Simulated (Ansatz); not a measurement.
Total energies of CH$_{8}$AlGaSi, SMILES `[SiH3][CH2][AlH][GaH2]`.

```xyz
12

Si   -0.2259   -0.6361   -1.2888
C    -1.0292    0.9012   -0.6407
Al    0.0649    1.4331    0.9200
Ga    1.1411   -0.7065    1.6632
H     1.0397   -0.3336   -2.0070
H    -1.0618   -1.5370   -2.1280
H     0.1887   -1.4999   -0.1039
H    -1.1748    1.6619   -1.4116
H    -2.0203    0.6397   -0.2429
H     0.1079    2.9479    1.4103
H     0.3682   -1.7337    2.5832
H     2.6014   -1.1372    1.2463
```

The species carries charge 0 and has multiplicity 1. Correlated methods include outer-core shells of Ga, which these sets cover unevenly. Scalar relativity is left out up to krypton. The structure was optimised at the PBE0-D4/def2-TZVP level. It is one conformer, not always the lowest. Basis def2-TZVPP, the Gaussian-basis code of Ansatz.

RPA on PBE orbitals: Hartree–Fock energy of these orbitals -2496.55790 Eh, correlation -1.12056 Eh (frozen core).

```
             functional  energy without D4 (Eh)  D4 term (kJ/mol)
            LDA (SPW92)             -2494.02670                 –
                    PBE             -2499.04848             -29.5
                 revPBE             -2499.43073             -75.5
                   BLYP             -2499.72881             -62.4
                 r2SCAN             -2499.60848              -7.0
                 B97M-V             -2499.21052                 –
                   PBE0             -2499.15485             -25.3
                  B3LYP             -2499.80417             -48.0
                r2SCANh             -2499.59315              -7.6
                r2SCAN0             -2499.57175              -8.5
HSE06 (plane-wave form)             -2499.13810             -24.0
                  BHLYP             -2499.64632             -42.7
              CAM-B3LYP             -2499.79987             -26.3
                LC-ωPBE             -2499.25430                 –
                ωB97X-V             -2499.42815                 –
                ωB97M-V             -2499.51527                 –
                 B2PLYP             -2499.04860                 –
               PBE-QIDH             -2498.63879                 –
```

B3LYP takes the VWN-RPA correlation (the form of Gaussian; ORCA's B3LYP/G). HSE06 is the plane-wave form, built on full-range PBE exchange. The double hybrids freeze the cores in their second-order part.

LC-ωPBE has ω = 0.4 bohr⁻¹.
